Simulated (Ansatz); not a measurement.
Harmonic vibrations of CH5BO2, SMILES `BC(O)O` by finite differences.

```yaml
crystal:
  periodic: [false, false, false]
  atoms:
    - {symbol: B, position_ang: [0.648766, 0.596908, -0.703491]}
    - {symbol: C, position_ang: [-0.512241, 0.101130, 0.187554]}
    - {symbol: O, position_ang: [0.683292, -0.896112, 0.020428]}
    - {symbol: O, position_ang: [-0.634296, 0.480634, 1.474914]}
    - {symbol: H, position_ang: [0.539809, 0.492643, -1.892396]}
    - {symbol: H, position_ang: [1.486265, 1.294057, -0.218440]}
    - {symbol: H, position_ang: [-1.390273, -0.400247, -0.222926]}
    - {symbol: H, position_ang: [0.445652, -1.569595, -0.626549]}
    - {symbol: H, position_ang: [-1.178472, -0.145618, 1.963807]}
basis:
  gaussian: {orbitals: def2-TZVP}
hamiltonian: {xc: pbe0, dispersion: d4}
phonons: {temperatures: {t_min: 298.15, t_max: 900, t_step: 200}}
```

```sh
$ ansatz run in.yaml --threads 2 --pin off --events-out ev --progress --plain --max-ram 4352MiB
```

Output, abridged:

```
Functional definition: PBE0
mean field -5883.54697416 eV, -216.2163632889 hartree, gradient 1.7e-5 eV, S^2 0.000000; 0 other end points of the search recorded, 0 dependent functions left out
mean field -5883.54687407 eV, -216.2163596107 hartree, gradient 1.3e-6 eV, S^2 0.000000; 0 other end points of the search recorded, 0 dependent functions left out
mean field -5883.54686632 eV, -216.2163593261 hartree, gradient 1.3e-6 eV, S^2 0.000000; 0 other end points of the search recorded, 0 dependent functions left out
mean field -5883.54691382 eV, -216.2163610714 hartree, gradient 1.3e-6 eV, S^2 0.000000; 0 other end points of the search recorded, 0 dependent functions left out
mean field -5883.54690197 eV, -216.2163606361 hartree, gradient 1.3e-6 eV, S^2 0.000000; 0 other end points of the search recorded, 0 dependent functions left out
mean field -5883.54682413 eV, -216.2163577753 hartree, gradient 1.3e-6 eV, S^2 0.000000; 0 other end points of the search recorded, 0 dependent functions left out
mean field -5883.54685362 eV, -216.2163588591 hartree, gradient 1.3e-6 eV, S^2 0.000000; 0 other end points of the search recorded, 0 dependent functions left out
mean field -5883.54682382 eV, -216.2163577641 hartree, gradient 1.3e-6 eV, S^2 0.000000; 0 other end points of the search recorded, 0 dependent functions left out
mean field -5883.54680935 eV, -216.2163572324 hartree, gradient 1.3e-6 eV, S^2 0.000000; 0 other end points of the search recorded, 0 dependent functions left out
mean field -5883.54687162 eV, -216.2163595208 hartree, gradient 1.3e-6 eV, S^2 0.000000; 0 other end points of the search recorded, 0 dependent functions left out
mean field -5883.54690436 eV, -216.2163607240 hartree, gradient 1.3e-6 eV, S^2 0.000000; 0 other end points of the search recorded, 0 dependent functions left out
mean field -5883.54678940 eV, -216.2163564993 hartree, gradient 1.3e-6 eV, S^2 0.000000; 0 other end points of the search recorded, 0 dependent functions left out
mean field -5883.54680175 eV, -216.2163569530 hartree, gradient 1.3e-6 eV, S^2 0.000000; 0 other end points of the search recorded, 0 dependent functions left out
mean field -5883.54692424 eV, -216.2163614544 hartree, gradient 1.4e-6 eV, S^2 0.000000; 0 other end points of the search recorded, 0 dependent functions left out
mean field -5883.54692343 eV, -216.2163614249 hartree, gradient 1.3e-6 eV, S^2 0.000000; 0 other end points of the search recorded, 0 dependent functions left out
mean field -5883.54685404 eV, -216.2163588748 hartree, gradient 1.3e-6 eV, S^2 0.000000; 0 other end points of the search recorded, 0 dependent functions left out
mean field -5883.54685757 eV, -216.2163590044 hartree, gradient 1.4e-6 eV, S^2 0.000000; 0 other end points of the search recorded, 0 dependent functions left out
mean field -5883.54687721 eV, -216.2163597262 hartree, gradient 1.3e-6 eV, S^2 0.000000; 0 other end points of the search recorded, 0 dependent functions left out
mean field -5883.54687182 eV, -216.2163595281 hartree, gradient 1.3e-6 eV, S^2 0.000000; 0 other end points of the search recorded, 0 dependent functions left out
mean field -5883.54688837 eV, -216.2163601363 hartree, gradient 1.3e-6 eV, S^2 0.000000; 0 other end points of the search recorded, 0 dependent functions left out
mean field -5883.54690816 eV, -216.2163608635 hartree, gradient 1.3e-6 eV, S^2 0.000000; 0 other end points of the search recorded, 0 dependent functions left out
mean field -5883.54687588 eV, -216.2163596773 hartree, gradient 1.3e-6 eV, S^2 0.000000; 0 other end points of the search recorded, 0 dependent functions left out
mean field -5883.54686323 eV, -216.2163592123 hartree, gradient 1.3e-6 eV, S^2 0.000000; 0 other end points of the search recorded, 0 dependent functions left out
mean field -5883.54683001 eV, -216.2163579914 hartree, gradient 1.3e-6 eV, S^2 0.000000; 0 other end points of the search recorded, 0 dependent functions left out
mean field -5883.54680059 eV, -216.2163569103 hartree, gradient 1.3e-6 eV, S^2 0.000000; 0 other end points of the search recorded, 0 dependent functions left out
mean field -5883.54696728 eV, -216.2163630363 hartree, gradient 1.3e-6 eV, S^2 0.000000; 0 other end points of the search recorded, 0 dependent functions left out
mean field -5883.54696168 eV, -216.2163628305 hartree, gradient 1.3e-6 eV, S^2 0.000000; 0 other end points of the search recorded, 0 dependent functions left out
mean field -5883.54696525 eV, -216.2163629615 hartree, gradient 1.3e-6 eV, S^2 0.000000; 0 other end points of the search recorded, 0 dependent functions left out
mean field -5883.54696234 eV, -216.2163628547 hartree, gradient 1.3e-6 eV, S^2 0.000000; 0 other end points of the search recorded, 0 dependent functions left out
mean field -5883.54690265 eV, -216.2163606610 hartree, gradient 1.3e-6 eV, S^2 0.000000; 0 other end points of the search recorded, 0 dependent functions left out
mean field -5883.54690405 eV, -216.2163607125 hartree, gradient 1.3e-6 eV, S^2 0.000000; 0 other end points of the search recorded, 0 dependent functions left out
mean field -5883.54693356 eV, -216.2163617969 hartree, gradient 1.3e-6 eV, S^2 0.000000; 0 other end points of the search recorded, 0 dependent functions left out
mean field -5883.54693287 eV, -216.2163617716 hartree, gradient 1.3e-6 eV, S^2 0.000000; 0 other end points of the search recorded, 0 dependent functions left out
mean field -5883.54694157 eV, -216.2163620913 hartree, gradient 1.3e-6 eV, S^2 0.000000; 0 other end points of the search recorded, 0 dependent functions left out
mean field -5883.54694462 eV, -216.2163622034 hartree, gradient 1.3e-6 eV, S^2 0.000000; 0 other end points of the search recorded, 0 dependent functions left out
mean field -5883.54695354 eV, -216.2163625313 hartree, gradient 1.3e-6 eV, S^2 0.000000; 0 other end points of the search recorded, 0 dependent functions left out
mean field -5883.54695368 eV, -216.2163625362 hartree, gradient 1.3e-6 eV, S^2 0.000000; 0 other end points of the search recorded, 0 dependent functions left out
mean field -5883.54690107 eV, -216.2163606029 hartree, gradient 1.3e-6 eV, S^2 0.000000; 0 other end points of the search recorded, 0 dependent functions left out
mean field -5883.54690084 eV, -216.2163605946 hartree, gradient 1.3e-6 eV, S^2 0.000000; 0 other end points of the search recorded, 0 dependent functions left out
mean field -5883.54694435 eV, -216.2163621936 hartree, gradient 1.3e-6 eV, S^2 0.000000; 0 other end points of the search recorded, 0 dependent functions left out
mean field -5883.54693898 eV, -216.2163619961 hartree, gradient 1.3e-6 eV, S^2 0.000000; 0 other end points of the search recorded, 0 dependent functions left out
mean field -5883.54694936 eV, -216.2163623775 hartree, gradient 1.3e-6 eV, S^2 0.000000; 0 other end points of the search recorded, 0 dependent functions left out
mean field -5883.54693910 eV, -216.2163620005 hartree, gradient 1.3e-6 eV, S^2 0.000000; 0 other end points of the search recorded, 0 dependent functions left out
mean field -5883.54695218 eV, -216.2163624814 hartree, gradient 1.3e-6 eV, S^2 0.000000; 0 other end points of the search recorded, 0 dependent functions left out
mean field -5883.54695826 eV, -216.2163627047 hartree, gradient 1.3e-6 eV, S^2 0.000000; 0 other end points of the search recorded, 0 dependent functions left out
mean field -5883.54689438 eV, -216.2163603571 hartree, gradient 1.3e-6 eV, S^2 0.000000; 0 other end points of the search recorded, 0 dependent functions left out
mean field -5883.54688600 eV, -216.2163600493 hartree, gradient 1.3e-6 eV, S^2 0.000000; 0 other end points of the search recorded, 0 dependent functions left out
mean field -5883.54689769 eV, -216.2163604788 hartree, gradient 1.3e-6 eV, S^2 0.000000; 0 other end points of the search recorded, 0 dependent functions left out
mean field -5883.54690063 eV, -216.2163605866 hartree, gradient 1.3e-6 eV, S^2 0.000000; 0 other end points of the search recorded, 0 dependent functions left out
mean field -5883.54691936 eV, -216.2163612752 hartree, gradient 1.3e-6 eV, S^2 0.000000; 0 other end points of the search recorded, 0 dependent functions left out
mean field -5883.54692291 eV, -216.2163614056 hartree, gradient 1.3e-6 eV, S^2 0.000000; 0 other end points of the search recorded, 0 dependent functions left out
mean field -5883.54690225 eV, -216.2163606465 hartree, gradient 1.3e-6 eV, S^2 0.000000; 0 other end points of the search recorded, 0 dependent functions left out
mean field -5883.54690408 eV, -216.2163607137 hartree, gradient 1.3e-6 eV, S^2 0.000000; 0 other end points of the search recorded, 0 dependent functions left out
mean field -5883.54692002 eV, -216.2163612993 hartree, gradient 1.3e-6 eV, S^2 0.000000; 0 other end points of the search recorded, 0 dependent functions left out
mean field -5883.54691876 eV, -216.2163612533 hartree, gradient 1.3e-6 eV, S^2 0.000000; 0 other end points of the search recorded, 0 dependent functions left out
Total energy: -5883.64766834 eV, -216.2200637320 hartree
Atom 0 at     0.648766     0.596908    -0.703491 Å, force    -0.000310     0.002108    -0.003323 eV/Å
Atom 1 at    -0.512241     0.101130     0.187554 Å, force     0.000484    -0.002722    -0.000621 eV/Å
Atom 2 at     0.683292    -0.896112     0.020428 Å, force     0.003036    -0.001729     0.003387 eV/Å
Atom 3 at    -0.634296     0.480634     1.474914 Å, force    -0.000308     0.001429     0.000503 eV/Å
Atom 4 at     0.539809     0.492643    -1.892396 Å, force     0.000173    -0.000056     0.000798 eV/Å
Atom 5 at     1.486265     1.294057    -0.218440 Å, force    -0.000619    -0.001067     0.000708 eV/Å
Atom 6 at    -1.390273    -0.400247    -0.222926 Å, force    -0.000273     0.000465     0.000895 eV/Å
Atom 7 at     0.445652    -1.569595    -0.626549 Å, force    -0.002330     0.002132    -0.001001 eV/Å
Atom 8 at    -1.178472    -0.145618     1.963807 Å, force     0.000147    -0.000561    -0.001344 eV/Å
Dipole moment:    -0.539024    -0.660318     0.037665 e Å
Vibrations: 329.10 367.41 448.55 508.24 637.98 710.14 796.56 912.11 973.09 1007.91 1048.75 1163.60 1200.43 1277.49 1318.47 1481.98 2570.06 2667.59 3101.86 3816.65 3839.57 cm⁻¹, zero-point energy 1.870769 eV
```

It took 98 s on 2 threads of an Arm Neoverse V1 on a shared host, with 0.36 GiB of host memory at the peak.
